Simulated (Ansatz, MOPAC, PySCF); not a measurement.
Breaking a bond: GaN, triplet. Each curve is given relative to its own lowest point near equilibrium.

```tsv
R / Å	A	B	C	D
1.48	56.1	47.5	61.8	71.6
1.58	24.8	19.0	28.7	28.2
1.67	9.6	5.8	12.4	7.8
1.73	4.1	1.6	6.4	1.8
1.81	0.5	0.0	7.0	0.0
1.85	0.0	0.5	1.8	0.9
1.91	0.3	2.3	1.0	3.3
1.98	1.9	4.5	0.0	6.8
2.06	2.0	6.5	0.3	10.6
2.15	3.2	10.1	2.2	14.1
2.29	—	17.2	7.0	18.5
```

Energies in kcal/mol.

Q: Match the curves with the methods PM3, unrestricted, heats of formation run with MOPAC; unrestricted B3LYP/3-21G (PySCF); unrestricted M06-2X/cc-pVDZ (PySCF); unrestricted PBE/cc-pVDZ in Ansatz (a quantum-chemistry and plane-wave program).

A: A is UKS-PBE; B is UKS-B3LYP/3-21G; C is UKS-M06-2X; D is PM3.

A dash means that the run gave no value there, or that the column was ended at a point which the program doubted or which failed a test of continuity chosen for this set; such a test can also cut sound points.

The scan ran from 1.48 to 7.44 Å; beyond the distances shown one of the unrestricted levels run for this scan, shown here or not, changes its spin distribution in one step.
